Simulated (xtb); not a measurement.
A run for xtb: GFN2-xTB on C2H8S (a complex).

```
$ xtb mol.xyz --gfn 2 --sp --chrg 0 --uhf 0
11

C     -0.05253314     0.07524439    -0.09987776
H     -1.11684466     0.02075430     0.12847562
H      0.49353200     0.40839097     0.78163316
H      0.30373735    -0.90909669    -0.40184656
H      0.10475973     0.78045081    -0.91489445
C     -0.26627776    -1.26908617     3.49194158
S      0.24516648     0.43806691     3.87268598
H     -0.28845085    -1.44270242     2.41840088
H      0.48588497    -1.91711377     3.93870014
H     -1.23384616    -1.49861499     3.93323416
H     -0.77345329     1.05738311     3.25470124
```

It printed:

```
[...]
           -------------------------------------------------
          |                Calculation Setup                |
           -------------------------------------------------



molecular fragmentation (1/2 indicates fragments):
11111222222
# atoms in fragment 1/2:     5     6
 fragment masses (1/2) :       16.04       48.11
CMA distance (Bohr)    :   7.262
constraining FC (au)   :  0.0500

           -------------------------------------------------
          |                 G F N 2 - x T B                 |
           -------------------------------------------------

        Reference                      10.1021/acs.jctc.8b01176
      * Hamiltonian:
        H0-scaling (s, p, d)           1.850000    2.230000    2.230000
        zeta-weighting                 0.500000
      * Dispersion:
        s8                             2.700000
        a1                             0.520000
        a2                             5.000000
        s9                             5.000000
      * Repulsion:
        kExp                           1.500000    1.000000
        rExp                           1.000000
      * Coulomb:
        alpha                          2.000000
        third order                    shell-resolved
        anisotropic                    true
        a3                             3.000000
        a5                             4.000000
        cn-shift                       1.200000
        cn-exp                         4.000000
        max-rad                        5.000000


          ...................................................
          :                      SETUP                      :
          :.................................................:
          :  # basis functions                  26          :
          :  # atomic orbitals                  25          :
          :  # shells                           15          :
          :  # electrons                        22          :
          :  max. iterations                   250          :
          :  Hamiltonian                  GFN2-xTB          :
          :  restarted?                      false          :
          :  GBSA solvation                  false          :
          :  PC potential                    false          :
          :  electronic temp.          300.0000000     K    :
          :  accuracy                    1.0000000          :
          :  -> integral cutoff          0.2500000E+02      :
          :  -> integral neglect         0.1000000E-07      :
          :  -> SCF convergence          0.1000000E-05 Eh   :
          :  -> wf. convergence          0.1000000E-03 e    :
          :  Broyden damping             0.4000000          :
          :  net charge                          0          :
          :  unpaired electrons                  0          :
          ...................................................

 iter      E             dE          RMSdq      gap      omega  full diag
   1    -11.6965851 -0.116966E+02  0.393E+00    5.34       0.0  T
   2    -11.7222307 -0.256456E-01  0.217E+00    4.82       1.0  T
   3    -11.7232891 -0.105842E-02  0.736E-01    4.68       1.0  T
   4    -11.7237081 -0.419010E-03  0.314E-01    4.58       1.0  T
   5    -11.7237178 -0.967847E-05  0.954E-02    4.57       1.0  T
   6    -11.7237211 -0.329578E-05  0.278E-02    4.57       1.1  T
   7    -11.7237213 -0.227276E-06  0.397E-03    4.58       7.6  T
   8    -11.7237213 -0.282812E-08  0.179E-03    4.58      16.8  T
   9    -11.7237213 -0.657238E-08  0.423E-04    4.58      71.2  T
  10    -11.7237213 -0.200709E-09  0.133E-04    4.58     226.8  T

   *** convergence criteria satisfied after 10 iterations ***

         #    Occupation            Energy/Eh            Energy/eV
      -------------------------------------------------------------
         1        2.0000           -0.7127071             -19.3937
       ...           ...                  ...                  ...
         5        2.0000           -0.5049895             -13.7415
         6        2.0000           -0.4823475             -13.1253
         7        2.0000           -0.4725305             -12.8582
         8        2.0000           -0.4714147             -12.8278
         9        2.0000           -0.4699329             -12.7875
        10        2.0000           -0.4608053             -12.5392
        11        2.0000           -0.3712396             -10.1019 (HOMO)
        12                         -0.2030856              -5.5262 (LUMO)
        13                         -0.1231144              -3.3501
        14                         -0.0105504              -0.2871
        15                         -0.0095585              -0.2601
        16                          0.0074297               0.2022
       ...                                ...                  ...
        25                          0.5129149              13.9571
      -------------------------------------------------------------
                  HL-Gap            0.1681540 Eh            4.5757 eV
             Fermi-level           -0.2871626 Eh           -7.8141 eV

 SCC (total)                   0 d,  0 h,  0 min,  0.003 sec
 SCC setup                      ...        0 min,  0.000 sec (  2.355%)
 Dispersion                     ...        0 min,  0.000 sec (  1.048%)
 classical contributions        ...        0 min,  0.000 sec (  0.475%)
 integral evaluation            ...        0 min,  0.001 sec ( 17.417%)
 iterations                     ...        0 min,  0.002 sec ( 49.512%)
 molecular gradient             ...        0 min,  0.001 sec ( 27.078%)
 printout                       ...        0 min,  0.000 sec (  1.887%)

         :::::::::::::::::::::::::::::::::::::::::::::::::::::
         ::                     SUMMARY                     ::
         :::::::::::::::::::::::::::::::::::::::::::::::::::::
         :: total energy             -11.588217613171 Eh    ::
         :: gradient norm              0.013289561008 Eh/a0 ::
         :: HOMO-LUMO gap              4.575703596734 eV    ::
         ::.................................................::
         :: SCC energy               -11.723714031339 Eh    ::
         :: -> isotropic ES            0.006479980353 Eh    ::
         :: -> anisotropic ES          0.003226407241 Eh    ::
         :: -> anisotropic XC          0.009666093926 Eh    ::
         :: -> dispersion             -0.003925391220 Eh    ::
         :: repulsion energy           0.135496418168 Eh    ::
         :: add. restraining           0.000000000000 Eh    ::
         :: total charge               0.000000000000 e     ::
         :::::::::::::::::::::::::::::::::::::::::::::::::::::

           -------------------------------------------------
          |                Property Printout                |
           -------------------------------------------------

    * Orbital Energies and Occupations

         #    Occupation            Energy/Eh            Energy/eV
      -------------------------------------------------------------
         1        2.0000           -0.7127071             -19.3937
         2        2.0000           -0.6081572             -16.5488
         3        2.0000           -0.5853929             -15.9294
         4        2.0000           -0.5172598             -14.0754
         5        2.0000           -0.5049895             -13.7415
         6        2.0000           -0.4823475             -13.1253
         7        2.0000           -0.4725305             -12.8582
         8        2.0000           -0.4714147             -12.8278
         9        2.0000           -0.4699329             -12.7875
        10        2.0000           -0.4608053             -12.5392
        11        2.0000           -0.3712396             -10.1019 (HOMO)
        12                         -0.2030856              -5.5262 (LUMO)
        13                         -0.1231144              -3.3501
        14                         -0.0105504              -0.2871
        15                         -0.0095585              -0.2601
        16                          0.0074297               0.2022
        17                          0.1227688               3.3407
        18                          0.1602929               4.3618
        19                          0.1972226               5.3667
        20                          0.2100396               5.7155
        21                          0.2114877               5.7549
        22                          0.2122770               5.7764
       ...                                ...                  ...
        25                          0.5129149              13.9571
      -------------------------------------------------------------
                  HL-Gap            0.1681540 Eh            4.5757 eV
             Fermi-level           -0.2871626 Eh           -7.8141 eV

     #   Z          covCN         q      C6AA      α(0)
     1   6 C        3.698    -0.152    23.619     6.951
     2   1 H        0.925     0.033     2.547     2.496
     3   1 H        0.925     0.046     2.373     2.409
     4   1 H        0.925     0.035     2.510     2.478
     5   1 H        0.925     0.038     2.469     2.457
     6   6 C        3.743    -0.045    21.451     6.607
     7  16 S        1.891    -0.279   153.102    20.826
     8   1 H        0.925     0.058     2.223     2.332
     9   1 H        0.925     0.058     2.224     2.332
    10   1 H        0.925     0.051     2.311     2.377
    11   1 H        0.922     0.157     1.347     1.815

 Mol. C6AA /au·bohr⁶  :       1138.930412
 Mol. C8AA /au·bohr⁸  :      31968.386808
 Mol. α(0) /au        :         53.079619


Wiberg/Mayer (AO) data.
largest (>0.10) Wiberg bond orders for each atom

 ---------------------------------------------------------------------------
     #   Z sym  total        # sym  WBO       # sym  WBO       # sym  WBO
 ---------------------------------------------------------------------------
     1   6 C    3.994 --     2 H    0.999     4 H    0.998     5 H    0.998
                             3 H    0.996
     2   1 H    0.999 --     1 C    0.999
     3   1 H    0.998 --     1 C    0.996
     4   1 H    0.999 --     1 C    0.998
     5   1 H    0.999 --     1 C    0.998
     6   6 C    3.975 --     7 S    1.016    10 H    0.986     8 H    0.983
                             9 H    0.983
     7  16 S    2.013 --     6 C    1.016    11 H    0.965
     8   1 H    0.997 --     6 C    0.983
     9   1 H    0.997 --     6 C    0.983
    10   1 H    0.997 --     6 C    0.986
    11   1 H    0.975 --     7 S    0.965
 ---------------------------------------------------------------------------

Topologies differ in total number of bonds
Writing topology from bond orders to xtbtopo.mol

molecular dipole:
                 x           y           z       tot (Debye)
 q only:       -0.416      -0.311      -0.291
   full:       -0.604      -0.538      -0.400       2.293
molecular quadrupole (traceless):
                xx          xy          yy          xz          yz          zz
 q only:        1.571      -0.573       3.346      -4.231      -3.598      -4.917
  q+dip:        2.702      -1.359       3.201      -6.222      -6.497      -5.903
   full:        2.530      -1.313       4.006      -5.769      -6.411      -6.536


           -------------------------------------------------
          | TOTAL ENERGY              -11.588217613171 Eh   |
          | GRADIENT NORM               0.013289561008 Eh/α |
          | HOMO-LUMO GAP               4.575703596734 eV   |
           -------------------------------------------------

------------------------------------------------------------------------
------------------------------------------------------------------------
 total:
Note: The following floating-point exceptions are signalling: IEEE_UNDERFLOW_FLAG IEEE_DENORMAL
normal termination of xtb
 SCF:
```

The run finished.

Cost: roughly 0.020 core-seconds.
